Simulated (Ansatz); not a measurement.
Input file for Ansatz (a quantum-chemistry and plane-wave program): R-wB97X-V/def2-TZVPP on GaH4NO (SMILES [NH2][GaH][OH]), a point of a torsion scan.

Ansatz 0.2 input:
```yaml
crystal:
  periodic: [false, false, false]
  atoms:
    - {symbol: N, position_ang: [1.29602957, -0.52209411, -0.01555190]}
    - {symbol: Ga, position_ang: [-0.28233028, 0.42820755, -0.14864297]}
    - {symbol: O, position_ang: [-1.66750477, -0.54009839, 0.13145489]}
    - {symbol: H, position_ang: [1.70815104, -0.54981833, 0.91382332]}
    - {symbol: H, position_ang: [2.04308960, -0.22550900, -0.63992117]}
    - {symbol: H, position_ang: [-0.47682756, 1.90788555, -0.53704205]}
    - {symbol: H, position_ang: [-2.61582318, -0.47936199, 0.18989172]}
basis:
  gaussian:
    orbitals: def2-TZVPP
hamiltonian:
  xc: {name: wB97X-V}
scf: {lower_state_search: off}
```

It printed:

```
WARN ansatz: RAYON_NUM_THREADS=1 ignored (pool sized by the plan → 1); use --threads N
Functional definition: wB97X-V
these checks for a lower state are left out or cut short: stability, starts, cluster_reference, orbital_swaps, neighbouring_geometries, increment
integrals: 0.10 GiB planned
945 factors; their error is unknown
integrals: 0.13 GiB planned
221 factors; integrals over basis functions are off by at most 6.8e-6 eV
mean field: 0.86 GiB planned
mean field evaluation 1: about -55967.5911 eV, gradient 7.3e1 eV
mean field evaluation 2: about -55964.0716 eV, gradient 8.7e1 eV
mean field evaluation 4: about -55976.5070 eV, gradient 3.6e0 eV
mean field evaluation 8: about -55976.5311 eV, gradient 5.7e-2 eV
mean field evaluation 16: about -55976.6563 eV, gradient 1.4e-5 eV
mean field -55976.65625436 eV, -2057.1041750072 hartree, gradient 4.8e-6 eV, S^2 0.000000; 0 other end points of the search recorded, 0 dependent functions left out
reference -55976.65625248 eV, -2057.1041749382 hartree; 25, 25 occupied and 141, 141 virtual orbitals, 945 factors
Total energy: -55976.65625248 eV, -2057.1041749382 hartree
Checks for a lower state left out: stability, starts, cluster_reference, orbital_swaps, neighbouring_geometries, increment
```

The run converged.

Cost: very roughly 4 core-seconds.
